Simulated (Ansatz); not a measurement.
Two isomers of CH6FNSiTe: A = `C[Te][SiH](N)F`, B = `N[SiH2]C(F)[TeH]`.

Computed with Ansatz on PBE0-D4/def2-TZVP structures; ΔE is electronic, products minus reactants. CBS: MP2 limit from def2 TZ/QZ plus the TZ coupled-cluster correction, frozen cores. Functionals use def2-TZVPP. B3LYP here is the variant with VWN-RPA as its local correlation; programs differ in this. Elements past krypton have def2 core potentials. For Te outer-core shells are correlated without core-valence functions, which leaves a few kJ/mol of doubt a bond. One conformer a species, not always the lowest.

Question: Which is lower in electronic energy at CCSD(T)/CBS, and by how much? (Best estimate.)

Answer: Ansatz gave: A, by 311.7 kJ/mol.

Question: Give E(B) − E(A) in kJ/mol with CCSD/def2-TZVPP, B3LYP, B3LYP-D4, CCSD(T)/def2-TZVPP, PBE0-D4, PBE-D4, r2SCAN-D4. (An estimate is asked.)

Answer: Ansatz gave: CCSD/def2-TZVPP 307.2, B3LYP 300.4, B3LYP-D4 299.5, CCSD(T)/def2-TZVPP 304.6, PBE0-D4 302.0, PBE-D4 290.0, r2SCAN-D4 304.4. None reverses the order clearly.

Largest T1 diagnostic: 0.012.

From PBE to PBE0 (25 % exact exchange), in def2-TZVPP and without D4, E(B) − E(A) moves by +11.8 kJ/mol.
